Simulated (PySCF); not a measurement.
# A small calculation by hand: chemical shift, span and skew from a shielding tensor

CH4N2O2Si, SMILES [Si@@H](O)(N)OC#N. Atoms are numbered in the order given.

```xyz
10

N      2.6202    -0.9898    -0.3185
C      1.7809    -0.1750    -0.2904
O      0.8459     0.7000    -0.2530
Si    -0.7313     0.3296     0.4201
N     -1.9778     0.9541    -0.5336
O     -0.7967    -1.3161     0.4260
H     -0.7232     1.0085     1.7263
H     -2.2487     0.5590    -1.4293
H     -2.3982     1.8605    -0.3549
H      0.0330    -1.8145     0.4995
```

Geometry: TPSSh-D3(BJ)/def2-SVP. The structure was generated by enumeration; whether it is a known compound was not checked. One conformer was computed; it need not be the lowest.

GIAO shieldings from PBE/pcSseg-1 (PySCF), non-relativistic, no solvent. The symmetric part of the tensor of N5 has the principal values 200.8, 206.7, 268.0 ppm. The same nucleus in NH3 has σ = 267.0 ppm at this level (PySCF, at its B3LYP-D3(BJ)/def2-TZVP geometry).

Problem. Work out the isotropic shielding, the ¹⁵N shift against NH3, the span and the skew.

Solution. 
σ(iso) = (σ11 + σ22 + σ33)/3 = 225.2 ppm. δ = σ(ref) − σ(iso) = 267.0 − (225.2) = 41.8 ppm.
Span Ω = σ33 − σ11 = 67.2 ppm. Skew κ = 3(σ(iso) − σ22)/Ω = 0.82. Tumbling in solution averages the tensor to δ; in a static solid the shielding alone would spread this spin-1/2 line over Ω.
